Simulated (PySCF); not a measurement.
An unknown is described by computed data only.

Elements present: B, C, H and S. Monoisotopic mass: 103.9926 u.

- 13C NMR: chemical shifts (computed TMS as zero) by class: 44.8 (2 C) ppm [GIAO B3LYP/pcSseg-2]
- 1H NMR: chemical shifts (computed TMS as zero) by class: 6.58 (1 H), 3.12 (4 H) ppm [GIAO B3LYP/pcSseg-2]
- Triplet: lowest triplet excitation (Tamm–Dancoff): 4.34 eV [TDA CAM-B3LYP/def2-SVPD]
- Dipole: 2.28 D [CAM-B3LYP/def2-SVPD]
- Rotational structure: rotational constants A, B, C: 5.659, 3.001, 2.055 GHz [PBE0-D3(BJ)/def2-SVP]
- Polarisability: 75.2 au [CAM-B3LYP/def2-SVPD]
- NMR, other nuclei: isotropic shieldings of nuclei other than C and H, by class: 31 (1 B), 371 (2 S) ppm [GIAO B3LYP/pcSseg-2]
- UV, first state: lowest singlet excitation: 5.31 eV (233 nm, f = 0.113) [TDDFT CAM-B3LYP/def2-SVPD]

Electronic properties: PySCF, gas phase, density fitting. Levels stand in brackets. Isolated species at its PBE0-D3(BJ)/def2-SVP geometry (one conformer only). Each NMR value is the plain mean over a class of atoms that symmetry, rotation or inversion makes alike.

Question: Which formula fits the mass and the elements?

Answer: C2H5BS2 (calculated 103.9926). No other formula that holds each of these elements comes within 0.0003 u with a fitting electron parity and a possible valence count.

Question: What is the compound? Reason from the data.

Answer: Numbering: `[BH:1]1[S:2][CH2:3][CH2:4][S:5]1`. 2 carbons fall into 1 class: ring sp3 carbon bound to sulfur [C3/C4] (44.8 ppm, 2 C). Hydrogen classes from least to most shielded: 1 H on a three-coordinate boron, B1 (6.58 ppm), 4 H on 2 like atoms (sp3 carbon bound to sulfur), C3/C4 (3.12 ppm). The other shieldings belong to: 31 ppm, three-coordinate boron [B1]; 371 ppm, sulfur bonded to B and C [S2/S5]. The optimised geometry has point group C2 and is an asymmetric top. Structure: `B1SCCS1`. The assignments are read from this structure; whether some other isomer fits the data as well wasn't checked.
